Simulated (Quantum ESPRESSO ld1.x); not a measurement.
Values are calculated unless marked as measured or tabulated.
Numerical settings for the manganese ion Mn+, [Ar] 3d5 4s1. Level of theory: non-relativistic Kohn-Sham, LDA (Slater exchange, Perdew-Wang correlation), spin-polarised, spherical densities, point nucleus; open shells are filled with parallel spins first (ld1.x of Quantum ESPRESSO 7.5). With the defaults (dx = 0.008, xmin = -7.0, rmax = 100, beta = 0.2, tr2 = 1e-14) the mesh has 1855 points, the cycle takes 31 iterations, E = -1148.358802 hartree and the 4s up eigenvalue is -0.46652 hartree. The mesh is r = exp(xmin + i dx)/Z up to rmax; beta is the mixing and tr2 the threshold. One setting is changed at a time.

change,mesh points,iterations,change of E (mhartree),change of e(4s) (mhartree)
dx = 0.02,743,30,-0.002,0.000
dx = 0.08,187,28,-0.636,-0.007
xmin = -9,2105,30,0.000,0.000
xmin = -5,1605,22,-0.001,0.000
rmax = 15,1617,32,0.000,0.000
rmax = 150,1905,31,0.000,0.000
beta = 1,1855,13,-0.001,0.000
beta = 0.05,1855,143,0.000,0.000
tr2 = 0.0001,1855,9,-45.744,-0.428
tr2 = 1e-06,1855,14,-3.846,-0.038
